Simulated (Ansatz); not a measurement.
A search over several starts for the lowest SCF solution of the cluster Hf2N2 at the given spin, in a small basis.

```yaml
crystal:
  periodic: [false, false, false]
  atoms:
    - {symbol: Hf, position_ang: [1.292979, 0.512959, 0.035148]}
    - {symbol: Hf, position_ang: [-1.293042, -0.512964, -0.033643]}
    - {symbol: N, position_ang: [-0.487480, 1.229675, -0.011566]}
    - {symbol: N, position_ang: [0.487543, -1.229680, 0.010061]}
basis:
  gaussian: {orbitals: def2-SVP}
magnetization: {spin_polarized: true, initial_magnetization: 0}
hamiltonian: {xc: pbe0, dispersion: d4}
output: {orbitals: {seedname: orbitals}}
```

```sh
$ ansatz run in.yaml --threads 4 --pin off --events-out ev --progress --plain --max-ram 3916MiB
```

It prints (some lines left out):

```
Functional definition: PBE0
1038 factors; their error is unknown
mean field evaluation 1: about -5557.8064 eV, gradient 7.9e1 eV
mean field evaluation 2: about -5324.0474 eV, gradient 1.8e2 eV
mean field evaluation 4: about -5585.1670 eV, gradient 1.0e1 eV
mean field evaluation 8: about -5585.6055 eV, gradient 8.5e-2 eV
mean field evaluation 16: about -5585.7770 eV, gradient 1.5e-4 eV
mean field evaluation 32: about -5480.2196 eV, gradient 1.2e2 eV
mean field evaluation 64: about -5585.6089 eV, gradient 8.8e-2 eV
mean field evaluation 96: about -5504.6501 eV, gradient 4.2e2 eV
mean field evaluation 128: about -5585.5164 eV, gradient 5.7e0 eV
mean field evaluation 160: about -5586.1352 eV, gradient 4.7e-3 eV
mean field -5586.13516560 eV, -205.2866809173 hartree, gradient 1.7e-5 eV, S^2 0.854809; 7 other end points of the search recorded, 0 dependent functions left out
reference -5586.13519172 eV, -205.2866818773 hartree; 19, 19 occupied and 73, 73 virtual orbitals, 1038 factors
Total energy: -5586.26807425 eV, -205.2915652200 hartree
```

Hardware: 4 threads of Arm Neoverse V1 on a shared host. Wall time 10 s.

Other converged states that the search met: 0.36 eV higher (⟨S²⟩ = 0.00).

In the def2 sets Hf takes a core potential; there is no spin–orbit coupling. The unrestricted singlet has broken spin symmetry (⟨S²⟩ up to 0.85). The structure comes from a short search, and lower isomers may exist.
